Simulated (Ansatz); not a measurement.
Cu₃Cl₆⁺, relaxed as a singlet with RKS r2SCAN-D4/def2-SVP in Ansatz, starting from the GFN2-xTB geometry. Force threshold 0.02 eV/Å.

The restricted singlet is unstable towards broken spin symmetry at other levels; at r2SCAN-D4/def2-SVP this wasn't settled. In the singlet, Cl5 and Cl7 lie 2.07 Å apart (atoms count from 1), so these atoms are partly bonded to each other. Another isomer (singlet) lies 0.41 eV lower at PBE0-D4/def2-TZVP; other spin states weren't run for this one.

Start:

```xyz
9

Cu   -0.957    1.644   -0.160
Cu    1.406   -1.957    0.497
Cu    2.463    1.140   -0.895
Cl    0.370   -3.564    1.333
Cl   -3.127    1.627    0.418
Cl    0.850    2.530   -0.955
Cl   -3.901   -0.125   -0.251
Cl    3.053   -0.831   -0.337
Cl   -0.158   -0.462    0.350
```

```json
{"step": "1", "energy (eV)": "-209008.4196", "largest force component (eV/Å)": "0.698", "SCF passes": "66"}
{"step": "2", "energy (eV)": "-209008.5482", "largest force component (eV/Å)": "0.349", "SCF passes": "33"}
{"step": "3", "energy (eV)": "-209008.5722", "largest force component (eV/Å)": "0.120", "SCF passes": "36"}
{"step": "4", "energy (eV)": "-209008.5773", "largest force component (eV/Å)": "0.128", "SCF passes": "36"}
{"step": "5", "energy (eV)": "-209008.5795", "largest force component (eV/Å)": "0.025", "SCF passes": "34"}
{"step": "6", "energy (eV)": "-209008.5801", "largest force component (eV/Å)": "0.013", "SCF passes": "34"}
{"step": "7", "energy (eV)": "-209008.5805", "largest force component (eV/Å)": "0.014", "SCF passes": "34"}
{"step": "8", "energy (eV)": "-209008.5808", "largest force component (eV/Å)": "0.025", "SCF passes": "34"}
{"step": "9", "energy (eV)": "-209008.5810", "largest force component (eV/Å)": "0.015", "SCF passes": "33"}
```

Force components are those of the run's own axes.

End:

```xyz
9

Cu   -0.911    1.605   -0.203
Cu    1.417   -1.935    0.472
Cu    2.307    1.052   -0.880
Cl    0.178   -3.452    1.219
Cl   -3.077    1.569    0.436
Cl    0.845    2.643   -1.014
Cl   -3.761   -0.252   -0.285
Cl    3.164   -0.870   -0.384
Cl   -0.163   -0.359    0.639
```

By distances, no bond broke or formed. The bond that changes most is Cu2–Cl9, from 2.17 to 2.24 Å (atoms count from 1).

The force fell under the threshold at step 6, but the optimiser went on. No frequencies were taken in this run, so the end may be a saddle point.

It took 71 s on 4 threads of Intel Xeon on a shared host.
